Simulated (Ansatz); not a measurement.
The molecule CuCl, closed-shell singlet (the spin of the measured ground state). No spin–orbit coupling. Cu is treated without relativity.

D_e counts from the fitted minimum to each atom's lowest state at the same level, without counterpoise. The singlet is restricted.

Correlated levels freeze the inner cores; with def2 sets outer-core shells near the valence are correlated too. CBS(a, b) extrapolates the correlation energy as X⁻³ and adds the Hartree–Fock energy of set b.

Run with Ansatz (a program for electronic structure). 

PBE/def2-TZVPP gives 86.11 kcal/mol for the bond energy D_e.

Q: Predict the shift from PBE, with its sign, for: r2SCAN/def2-TZVPP, PBE0/def2-TZVPP, wB97M-V/def2-TZVPP, CCSD(T)/CBS(def2-TZVPP, def2-QZVPP).

A: r2SCAN/def2-TZVPP 1.28; PBE0/def2-TZVPP -2.20; wB97M-V/def2-TZVPP 2.80; CCSD(T)/CBS(def2-TZVPP, def2-QZVPP) 3.33 kcal/mol. 3 of 4 lie above PBE; the widest gap is to CCSD(T)/CBS(def2-TZVPP, def2-QZVPP).
